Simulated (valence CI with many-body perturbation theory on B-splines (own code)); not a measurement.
**Energy levels of Hf⁴⁸⁺**

Method: configuration interaction combined with many-body perturbation theory (CI+MBPT): six valence electrons over a frozen Dirac-Fock core [Ar], a basis of 7 s, 7 p, 8 d, 6 f, 4 g, 1 h functions for each j, with the one-electron correlation potential Σ1 (screened to all orders), the two-electron term Σ2, the three-electron term Σ3, Breit, model QED; selected single and double excitations, second order for the rest, scaled by the run's own slope (own B-spline code, finite nucleus).

The last digits are not significant, and no measured levels were compared; by estimate large intervals hold to a few tenths of a per cent, small ones and those within an open d or f shell to about a per cent. Core correlation moves these levels by up to 14000 cm⁻¹, and in measured spectra 5 to 20 % of such shifts remained as error; rates that hang on mixing are uncertain with them. Among the levels kept, up to 1000 cm⁻¹ of a level comes from second order outside the variational space, and about a tenth of that is noise between levels of different J, which matters for small intervals. The list stops below the first excitations out of the core. Only levels of the ground parity were solved; by the run's estimate the other parity begins above the list, which can be wrong where configurations are misplaced.

Levels 1 to 33 of 33, with energies above the lowest level, (3d3/2^4 3d5/2^2) J=4. "Leading %" is the weight of the configuration and term that name the level; weights of strongly mixed levels are sums over their largest components and can fall short, so below about 35 % the name and the second component can differ from the true leading terms, or belong to a minority configuration. In the jj column 3d3/2^4 stands for four electrons in 3d with j = 3/2. Lifetimes count E1, E2, E3, M1 and M2 decay at the calculated energies, and are blank where another channel may lead or the interval is too uncertain; long ones can be off by a factor of two.

```csv
No.,Configuration,Term,J,E (cm⁻¹),Leading %,g,Lifetime,Leading jj
1,3d6,3F,4,0,41,1.246,,3d3/2^4 3d5/2^2 (97 %)
2,3d6,3P,2,59514,40,1.270,56.2 s,3d3/2^4 3d5/2^2 (97 %)
3,3d6,3P,0,195730,53,,255 ms,3d3/2^4 3d5/2^2 (91 %)
4,3d6,5D,3,439250,63,1.347,449 ns,3d3/2^3 3d5/2^3 (97 %)
5,3d6,5D,4,452190,44,1.173,494 ns,3d3/2^3 3d5/2^3 (97 %)
6,3d6,5D,1,476850,48,1.286,411 ns,3d3/2^3 3d5/2^3 (97 %)
7,3d6,3H,6,513100,67,1.101,50.8 ms,3d3/2^3 3d5/2^3 (99 %)
8,3d6,3G,5,513460,61,1.125,2.26 μs,3d3/2^3 3d5/2^3 (100 %)
9,3d6,3F,2,565820,48,0.975,729 ns,3d3/2^3 3d5/2^3 (97 %)
10,3d6,3D,3,576880,31,1.059,1.07 μs,3d3/2^3 3d5/2^3 (98 %)
11,3d6,3P,0,650620,69,,,3d3/2^3 3d5/2^3 (89 %)
12,3d6,1G,4,681940,43,1.045,17.9 μs,3d3/2^3 3d5/2^3 (96 %)
13,3d6,3D,2,686270,34,1.114,3.34 μs,3d3/2^3 3d5/2^3 (91 %)
14,3d6,3P,1,688170,63,1.186,967 ns,3d3/2^3 3d5/2^3 (97 %)
15,3d6,3F,3,703800,56,1.057,1.56 μs,3d3/2^3 3d5/2^3 (100 %)
16,3d6,5D,2,923820,63,1.436,204 ns,3d3/2^2 3d5/2^4 (97 %)
17,3d6,5D,0,948240,63,,183 ns,3d3/2^2 3d5/2^4 (97 %)
18,3d6,3H,4,971610,42,1.094,250 ns,3d3/2^2 3d5/2^4 (98 %)
19,3d6,5D,3,998150,30,1.201,270 ns,3d3/2^2 3d5/2^4 (94 %)
20,3d6,3H,5,1003700,61,1.088,444 ns,3d3/2^2 3d5/2^4 (100 %)
21,3d6,1I,6,1029800,67,1.045,739 ns,3d3/2^2 3d5/2^4 (99 %)
22,3d6,3G,3,1055300,41,0.964,398 ns,3d3/2^2 3d5/2^4 (98 %)
23,3d6,3D,1,1077100,49,0.997,325 ns,3d3/2^2 3d5/2^4 (95 %)
24,3d6,1G,4,1091600,52,1.043,512 ns,3d3/2^2 3d5/2^4 (96 %)
25,3d6,3F,2,1101400,35,1.046,437 ns,3d3/2^2 3d5/2^4 (96 %)
26,3d6,3F,2,1190700,68,0.870,284 ns,3d3/2^2 3d5/2^4 (98 %)
27,3d6,3F,4,1225700,62,1.152,442 ns,3d3/2^2 3d5/2^4 (98 %)
28,3d6,1D,2,1365400,80,1.020,463 ns,3d3/2^2 3d5/2^4 (96 %)
29,3d6,3P,1,1458300,61,1.491,119 ns,3d3/2 3d5/2^5 (99 %)
30,3d6,1S,0,1499100,80,,322 ns,3d3/2^2 3d5/2^4 (93 %)
31,3d6,1G,4,1555500,39,1.024,175 ns,3d3/2 3d5/2^5 (97 %)
32,3d6,3P,2,1602700,33,1.186,184 ns,3d3/2 3d5/2^5 (96 %)
33,3d6,3F,3,1619000,38,1.060,196 ns,3d3/2 3d5/2^5 (97 %)
```

The ionisation energy to 3d5 4P_5/2 of the next ion comes out as 4246.1 eV (NIST: 4246 ± 4 eV (theoretical)). All 33 levels together are meant to be complete up to 1986300 cm⁻¹.
